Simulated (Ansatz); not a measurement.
CH$_{4}$FGaGe at its PBE0-D4/def2-TZVP geometry, where that method's forces vanish. The species carries charge 0 and has multiplicity 1. The bonds changed during the relaxation, so this is another structure than the one it started from.

| atom | x (Å) | y (Å) | z (Å) |
| --- | --- | --- | --- |
| F1 | 1.155 | -1.193 | -0.996 |
| Ga2 | 2.130 | 0.547 | 0.830 |
| C3 | 0.037 | 0.736 | 0.719 |
| Ge4 | -0.467 | -0.548 | -0.596 |
| H5 | -0.228 | 1.756 | 0.425 |
| H6 | -0.407 | 0.524 | 1.696 |
| H7 | -1.238 | -1.793 | -0.129 |
| H8 | -0.983 | -0.029 | -1.949 |

(1) For each bond, give half the difference of the two atoms' forces along it (eV/Å; positive pushes the atoms apart) under PBE-D4, r2SCAN-D4, B3LYP-D4, ωB97M-V in def2-TZVPP. (An estimate is asked.)

## Answers

(1) Computed: 
```csv
bond,length (Å),PBE-D4,r2SCAN-D4,B3LYP-D4,ωB97M-V
F1–Ge4,1.791,0.55,0.06,0.30,0.11
Ga2–C3,2.105,0.09,-0.08,0.20,-0.02
C3–Ge4,1.906,0.02,0.03,0.18,0.06
C3–H5,1.094,0.09,0.01,-0.11,-0.05
C3–H6,1.094,0.09,0.01,-0.11,-0.05
Ge4–H7,1.538,0.02,-0.05,-0.09,-0.10
Ge4–H8,1.538,0.02,-0.05,-0.09,-0.10
```

B3LYP here is the variant with VWN-RPA as its local correlation; programs differ in this.
